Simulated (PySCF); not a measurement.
Simulated Si 2p region for SiBrCl3, `Cl[Si](Cl)(Cl)Br`, binding energy against the vacuum level.

Every computed line was given a Gaussian of 0.5 eV full width at half maximum and an area set by the number of equivalent atoms (split 2:1 within a doublet); the highest printed point is 100. Method used: delta-SCF UKS SCAN, pcX-2 on the ionised atom, pcseg-1 elsewhere, spin-free X2C (PySCF 2.14.0).

binding energy (eV), intensity and a bar:
```
    109.6          1 
    109.7          2 #
    109.8          7 ##
    109.9         19 ######
    110.0         41 ############
    110.1         68 ####################
    110.2         92 ############################
    110.3        100 ##############################
    110.4         89 ###########################
    110.5         67 ####################
    110.6         50 ###############
    110.7         45 ##############
    110.8         49 ###############
    110.9         51 ###############
    111.0         46 ##############
    111.1         33 ##########
    111.2         19 ######
    111.3          9 ###
    111.4          3 #
    111.5          1 
    111.6          0
```

How many maxima does the curve show, and how many computed lines lie under it?

The curve has 2 maxima (at 110.3 and 110.9 eV). Under it lie 2 lines from 1 inequivalent silicon site, drawn as a 2p3/2, 2p1/2 pair.

Decompose the envelope and assign each component. Bonds: Si1–Br2, Si1–Cl3, Si1–Cl4, Si1–Cl5.

```json
{"position (eV)": "110.28", "relative area": "0.67", "line": "Si 2p3/2", "atoms": "Si1", "environment": "silicon bonded to Br and 3 Cl"}
{"position (eV)": "110.91", "relative area": "0.33", "line": "Si 2p1/2", "atoms": "Si1", "environment": "silicon bonded to Br and 3 Cl"}
```

What are the centre and the root-mean-square width of the whole band?

The area-weighted mean of the lines is 110.49 eV. Their own spread about it is 0.29 eV (rms) and each Gaussian has σ = 0.5/2.355 = 0.21 eV; the variances add, which gives 0.36 eV.

The curve has no shake-up lines and no vibrational structure. The 2p values add to the ΔSCF energy of one spin-free hole a correction within the shell (spin–orbit coupling, ligand field). 2p1/2 minus 2p3/2 (ligand field included): Si 0.62 eV. Isolated species at its PBE0-D3(BJ)/def2-SVP geometry, gas phase.

Time: 11 s of wall time. Hardware: one thread of an Arm Neoverse V1, on a shared host.
